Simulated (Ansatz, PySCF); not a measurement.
CH8FNSi2, SMILES C[Si@@](N)(F)[SiH3].

The structure is a stationary point at B3LYP-D3(BJ)/def2-SVP. The structure was generated by enumeration; whether it is a known compound was not checked. The values are those of a single conformer.

Vertical ionisation energy (IE) and electron affinity (EA) in eV. Rows of orbital energies are one-electron estimates. Where ΔSCF, EOM or ADC give a negative EA the extra electron is unbound and the value depends on the basis.

```tsv
level	IE	EA
−ε(HOMO), −ε(LUMO), r2SCAN/def2-TZVP (PySCF)	6.76	0.35
−ε(HOMO), −ε(LUMO), PBE/def2-TZVP (PySCF)	6.45	0.64
ΔSCF, PBE0/def2-TZVPD (Ansatz), final states of multiplicity 2 and 2	9.77	-0.99
ΔSCF, PBE/def2-TZVPD (Ansatz), final states of multiplicity 2 and 2	…	…
```

### Question
Complete the blanks. (An estimate is asked for; the answer gives what the named calculation found.)

### Answer

- ΔSCF, PBE/def2-TZVPD (Ansatz, a program for electronic structure), final states of multiplicity 2 and 2, IE: 9.40
- ΔSCF, PBE/def2-TZVPD (Ansatz), final states of multiplicity 2 and 2, EA: -0.80

### Question
What vertical singlet–triplet gap does ΔSCF give with PBE0/def2-TZVPD (Ansatz) and with PBE/def2-TZVPD (Ansatz)? (Estimate from the structure and the level; the computed values follow.)

### Answer
5.87 and 5.55 eV (triplet above singlet where positive).
